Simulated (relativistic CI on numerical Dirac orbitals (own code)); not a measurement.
## Slater and spin-orbit integrals, Ga9+

Computed by Dirac-Coulomb-Breit CI, orbitals from a KLI potential per configuration, model QED (radiative potential, 1s self-energy scaled to tabulated hydrogen-like ionisation energies), unscaled Slater integrals (own radial code, finite nucleus).

Slater integrals F^k, G^k are unscaled and averaged over j, outside the closed core [Ne]; ζ comes from projecting the Hamiltonian with its Breit term on Σ l·s of the shell.

- 3s2.3p6.3d4: F^2(3d,3d) = 162630, F^4(3d,3d) = 103500, ζ(3d) = 2030 cm⁻¹; <r>(3d) = 0.6065, <r^2>(3d) = 0.4382 (bohr units).
- 3s2.3p5.3d5: ζ(3p) = 22723, F^2(3d,3d) = 162190, F^4(3d,3d) = 103200, F^2(3p,3d) = 157150, G^1(3p,3d) = 186140, G^3(3p,3d) = 117810, ζ(3d) = 1978.1 cm⁻¹; <r>(3p) = 0.6188, <r^2>(3p) = 0.4439, <r>(3d) = 0.608, <r^2>(3d) = 0.4404 (bohr units).
- 3s.3p6.3d5: F^2(3d,3d) = 162060, F^4(3d,3d) = 103110, G^2(3s,3d) = 142910, ζ(3d) = 2024.5 cm⁻¹; <r>(3s) = 0.6124, <r^2>(3s) = 0.4285, <r>(3d) = 0.6084, <r^2>(3d) = 0.4411 (bohr units).

Question: Give the Racah parameters of the d shell in 3s2.3p6.3d4.

Answer: B = F²/49 − 5F⁴/441 = 2146 cm⁻¹ and C = 35F⁴/441 = 8214 cm⁻¹.

Averages of the first 10 configurations, taken without configuration mixing, which lowers the lowest level and can move excited configurations by several eV; other configurations of the list can lie among them:

```csv
Configuration,Parity,States,Average energy above the lowest level (eV)
3s2.3p6.3d4,even,210,8.5
3s2.3p5.3d5,odd,1512,95.0
3s.3p6.3d5,even,504,153.7
3s2.3p6.3d3.4s,even,240,97.7
3s2.3p6.3d3.4p,odd,720,114.3
3s2.3p6.3d3.4d,even,1200,139.9
3s2.3p6.3d2.4s.4p,odd,540,213.2
3s2.3p6.3d3.4f,odd,1680,161.4
3s2.3p6.3d3.5s,even,240,165.1
3s2.3p6.3d3.5p,odd,720,172.3
```
